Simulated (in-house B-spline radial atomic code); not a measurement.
A run on P- that did not converge. Method: non-relativistic B3LYP, spin-polarised, spherical fractional occupations, exact exchange averaged over the configuration, point nucleus; computed with a B-spline radial code for spherical atoms.

Command:
```bash
python run_scf.py task.json out
```
Settings:
```
Z                15
configuration    [Ne] 3s2 3p4
hamiltonian      nr
method           b3lyp
spin_polarised   True
exact_exchange   averaged over the configuration
```

First and last ten iterations of the last attempt (damped for 15 steps, keeping 80 % of the old Fock matrix, then DIIS):
```
 iter        energy (Eh)    residual
    1        -340.105045    2.27e-01
    2        -340.565988    1.06e-01
    3        -340.936974    6.88e-02
    4        -341.136992    4.58e-02
    5        -341.239783    2.95e-02
    6        -341.289366    1.78e-02
    7        -341.311517    1.08e-02
    8        -341.320618    6.79e-03
    9        -341.324097    4.33e-03
   10        -341.259818    1.85e-02
  111        -341.253998    1.87e-02
  112        -341.253851    1.87e-02
  113        -341.253442    1.88e-02
  114        -341.253709    1.87e-02
  115        -341.253973    1.87e-02
  116        -341.319887    6.88e-03
  117        -341.322739    4.87e-03
  118        -341.256911    1.83e-02
  119        -341.257411    1.82e-02
  120        -341.257605    1.81e-02
 not converged after 120 iterations
```

The smallest residual met was 2.4e-03; the threshold is about 1e-07. No energy from this run should be used. Time taken, with all properties: 2.4 s on 1 thread of Arm Neoverse V1, with other jobs on the host.
